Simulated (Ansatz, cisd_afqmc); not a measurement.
Species: O, charge 0, triplet.

Total energies in def2-TZVPPD, 6 correlated electrons, 1 frozen orbitals. Open shells are spin-unrestricted; no spin-orbit coupling. Cores are frozen in correlated methods. No relativity. The Monte Carlo rows (phaseless AFQMC, CISD trial, step 0.005/hartree) carry one-sigma bars that omit the constraint's bias. Outlying blocks are dropped, and bars are widened where a walk drifts. Over all cases where full CI ran beside it in this data, AFQMC minus full CI had a median of +0.1 mEh and passed +0.4 mEh in a tenth of the cases. Full CI freezes restricted core orbitals and the other rows unrestricted ones, which leaves a small offset even where coupled cluster is exact.

```tsv
method	program	energy (Eh)	error against FCI (mEh)
HF	Ansatz	-74.81595	162.62
MP2	Ansatz	-74.95853	20.04
CCSD	Ansatz	-74.97522	3.36
CCSD(T)	Ansatz	-74.97828	0.29
CCSDT(Q)	Ansatz	-74.97870	-0.13
CCSDTQ	Ansatz	-74.97870	-0.13
AFQMC/CISD	cisd_afqmc	-74.9785 ± 0.0001	0.1 ± 0.1
FCI	Ansatz	-74.97857	0.00
```

Ansatz is a program for electronic structure.
